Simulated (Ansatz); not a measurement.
A CCSD(T) single point on CH₄AlClFNSi, SMILES `N=[C](Cl)[Al]([F])[SiH3]`.

```yaml
crystal:
  periodic: [false, false, false]
  atoms:
    - {symbol: N, position_ang: [0.040795, -1.353204, -1.962389]}
    - {symbol: C, position_ang: [-0.049366, -0.099473, -1.910963]}
    - {symbol: Cl, position_ang: [-0.162635, 0.759705, -3.442186]}
    - {symbol: Al, position_ang: [-0.075704, 0.996303, -0.264110]}
    - {symbol: F, position_ang: [-0.199899, 2.631127, -0.387384]}
    - {symbol: Si, position_ang: [0.081112, -0.116573, 1.908816]}
    - {symbol: H, position_ang: [0.101878, -1.756744, -1.025555]}
    - {symbol: H, position_ang: [1.351154, -0.891204, 1.990416]}
    - {symbol: H, position_ang: [-1.044571, -1.079624, 2.067195]}
    - {symbol: H, position_ang: [0.040436, 0.858489, 3.029059]}
basis:
  gaussian: {orbitals: def2-SVP}
correlation: {method: ccsd_t}
```

```sh
$ ansatz run in.yaml --threads 4 --pin off --events-out ev --progress --plain --max-ram 10444MiB
```

Log, shortened:

```
Functional definition: HF
1107 factors; integrals over basis functions are off by at most 1.4e-3 eV
mean field evaluation 1: about -32214.3253 eV, gradient 4.1e1 eV
mean field evaluation 2: about -32214.4204 eV, gradient 4.1e1 eV
mean field evaluation 4: about -32218.6166 eV, gradient 3.7e0 eV
mean field evaluation 8: about -32218.7158 eV, gradient 5.4e-1 eV
mean field evaluation 16: about -32218.7193 eV, gradient 1.2e-6 eV
mean field -32218.71932249 eV, -1184.0160964692 hartree, gradient 1.2e-6 eV, S^2 0.000000; 0 other end points of the search recorded, 0 dependent functions left out
18 core orbitals not correlated: weight in the atoms' cores, before any rotation towards them, 1.000 or more for the frozen orbitals, at most 0.000 for the correlated occupied ones
reference -32218.71932249 eV, -1184.0160964692 hartree; 17, 17 occupied and 81, 81 virtual orbitals, 1107 factors
second order -20.89775748 eV of doubles, -0.00000000 eV of singles
cycle   1  -21.57228620 eV  change   -6.7e-1 eV  update   1.2e-1
cycle   2  -22.17526138 eV  change   -6.0e-1 eV  update   3.8e-2
cycle   3  -22.34011767 eV  change   -1.6e-1 eV  update   2.1e-2
cycle   4  -22.33327882 eV  change    6.8e-3 eV  update   5.2e-3
cycle   5  -22.33181892 eV  change    1.5e-3 eV  update   2.4e-3
cycle   6  -22.33231288 eV  change   -4.9e-4 eV  update   7.5e-4
cycle   7  -22.33194924 eV  change    3.6e-4 eV  update   3.0e-4
cycle   8  -22.33186097 eV  change    8.8e-5 eV  update   1.2e-4
cycle   9  -22.33189300 eV  change   -3.2e-5 eV  update   4.9e-5
cycle  10  -22.33189776 eV  change   -4.8e-6 eV  update   1.8e-5
perturbative correction -0.64453702 eV, -0.0236862986 hartree
Total energy: -32241.69575727 eV, -1184.8604648734 hartree
```

It took 7.5 s on 4 threads of an Arm Neoverse V1 on a shared host, with 0.55 GiB of host memory at the peak.

The correlation energy is -22.976 eV, 2.8 % of it from (T); the T1 diagnostic reads 0.0143.
